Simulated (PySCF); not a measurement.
Stepwise substitution at one centre (In CH3-NH2). Gas-phase values, no solvent. One relaxed conformer stands for each flexible species; it need not be the lowest. Strings in code marks are SMILES.

Calculation: ωB97X-D3(BJ)/def2-TZVP // B3LYP-D3(BJ)/def2-TZVP run with PySCF. Delta-SCF ions had no search for a lower state. Excitations are Tamm–Dancoff values on a coarser integration grid. The basis has no diffuse functions, so Rydberg states are missing or too high.

```tsv
species	brightest of the four lowest singlets (TDA) (eV)	vertical ionisation energy (Delta-SCF) (eV)	S1 oscillator strength
0 of 3 CH3 replaced by NH2 (`[CH3][In]([CH3])[CH3]`)	6.77	9.13	0.000
1 of 3 CH3 replaced by NH2	6.03	8.74	0.063
2 of 3 CH3 replaced by NH2 (`[In]([NH2])([CH3])[NH2]`)	5.83	[?]	0.013
3 of 3 CH3 replaced by NH2 (`[NH2][In]([NH2])[NH2]`)	[?]	9.18	[?]
```

Problem. Fill in the missing entries.

Solution. 
- 2 of 3 CH3 replaced by NH2 (`[In]([NH2])([CH3])[NH2]`), vertical ionisation energy (Delta-SCF) (eV): 8.96
- 3 of 3 CH3 replaced by NH2 (`[NH2][In]([NH2])[NH2]`), brightest of the four lowest singlets (TDA) (eV): 6.12
- 3 of 3 CH3 replaced by NH2 (`[NH2][In]([NH2])[NH2]`), S1 oscillator strength: 0.056
